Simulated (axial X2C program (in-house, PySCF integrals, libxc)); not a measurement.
Nuclear properties of TiN⁻

Computed with an in-house all-electron X2C program for linear molecules (integrals from PySCF): two-component X2C with atomic mean-field Coulomb and Gaunt terms, Gaussian nuclei, basis Ti dyall-acv3z, N dyall-av3z with contracted cores.

R = 1.569 Å (near the PBE0 minimum at charge -1 of the determinant lowest at the starting distance; the state shown can have its own minimum elsewhere).

Determinant lowest in the PBE0 search, Ω = 0 (closed shell), highest spinor 63% Ti s, 13% Ti p, 12% N p:

```
level  qzz Ti (a.u.)  qzz N (a.u.)
 PBE0          -2.04         -0.32
   HF          -1.42          0.00
TPSSh          -2.13         -0.33
 BP86          -2.26         -0.35
  LDA          -2.30         -0.36
```

Determinant 0.77 eV from it at PBE0 and this distance, Ω = 1 (⟨Sz⟩ = -1.00, ⟨Lz⟩ = 2.00 at PBE0), spin on the atoms Ti -1.16, N 0.16:

```csv
level,Eeff magnitude (GV/cm),Ws magnitude Ti (kHz),A∥/gI Ti (MHz),qzz Ti (a.u.),A∥/gI N (MHz),qzz N (a.u.)
PBE0,0.437,0.165,127,-0.72,4.98,-0.16
HF,0.776,0.3,547,-0.53,165,0.39
TPSSh,0.459,0.172,-230,-1.30,-4.61,-0.22
BP86,0.423,0.159,-334,-1.42,-13.3,-0.25
LDA,0.41,0.154,-354,-1.45,-14.1,-0.27
```

Eeff is the effective electric field on the electron electric dipole moment in this Ω state and Ws the scalar–pseudoscalar constant of the nucleus named (defined with the proton number Z and per Ω); A∥ (defined per Ω) follows by multiplying with gI = μI/(I μN); qzz is the electric field gradient, eQq0 = 234.96 MHz × Q/barn × qzz. The operators were transformed with the bare-nucleus X2C matrices; with these basis sets, hyperfine constants and field gradients can be off by tens of per cent, and where levels differ in sign neither size nor sign is settled.

Question: With Q(47Ti) = 0.302 barn (Q from Pyykkö, Mol. Phys. 2018), turn the PBE0 values of the first state into constants in MHz.

Answer: eQq0(47Ti) = 234.96 × (0.302) × (-2.04) = -145 MHz.

Each state is one determinant with collinear spin, which with several unpaired electrons need not be a pure state. Unrestricted Hartree–Fock can overshoot spin polarisation at the nuclei. For an anion, determinants above electron detachment, or with a positive highest level, are held by the basis set. With several open shells hyperfine constants can be off by a factor of several. Open-shell Ω = 0 determinants with evenly filled partner blocks cannot be reached by this program, so the Ω shown need not be the lowest component. At HF a later determinant lies lower. The search compared states at one distance, so a state with another bond length can lie lower. Further determinants of the search, some of them spin-mixed, are not shown. Where a field gradient or hyperfine factor spreads by more than a factor of two over the levels, a constant derived from it is not to be relied on. PBE0 term energies can be off by some tenths of an eV.
